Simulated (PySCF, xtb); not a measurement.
trifluoro(fluorosilyl)silane (F₄H₂Si₂), SMILES F[Si](F)([SiH2]F)F.

xtb with GFN2-xTB at its own geometry gives an orbital gap of 5.13 eV and a dipole moment of 2.86 D.

Coordinates come from a ωB97X-D3(BJ)/def2-SVP optimisation. The values are those of a single conformer.

What does CAM-B3LYP/def2-TZVP (PySCF) give? (Estimate from the structure and the level; the computed values follow.)

gap 10.54 eV (levels -10.92 and -0.38 eV), dipole 2.09 D.
